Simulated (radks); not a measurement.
The numbers below are computed, except where a source is named.
The fluorine ion F4+, configuration 1s1.75 2s2 2p1 3p0.25 (fractional occupations, a model configuration).

Level of theory: scalar-relativistic Kohn-Sham, exchange-only LDA, spin-unpolarised, spherical densities, point nucleus (a radial shooting solver on a logarithmic mesh with Libxc functionals).

Energy parts (Ry):
| part | energy |
|---|---|
| total | -168.81463 |
| kinetic | 169.12826 |
| electron-nucleus | -370.64316 |
| Hartree | 44.67010 |
| exchange | -11.96984 |

Orbitals (lengths in bohr, moments of r in powers of bohr):
| orbital | occ. | eigenvalue (Ry) | <r^4> |
|---|---|---|---|
| 1s | 1.75 | -58.41562 | 0.004411 |
| 2s | 2 | -8.81470 | 1.114 |
| 2p | 1 | -7.62274 | 0.9472 |
| 3s | 0 | -2.93925 | 44.43 |
| 3p | 0.25 | -2.62001 | 50.05 |
| 3d | 0 | -2.24629 | 43.37 |
| 4p | 0 | -1.31109 | 691.4 |
| 4f | 0 | -1.10806 | 474.9 |

The highest occupied level is 3p at -35.647 eV. The configuration is held as typed, so some empty levels lie below it. The density falls to 0.001 e/bohr^3 at r = 2.74 bohr.
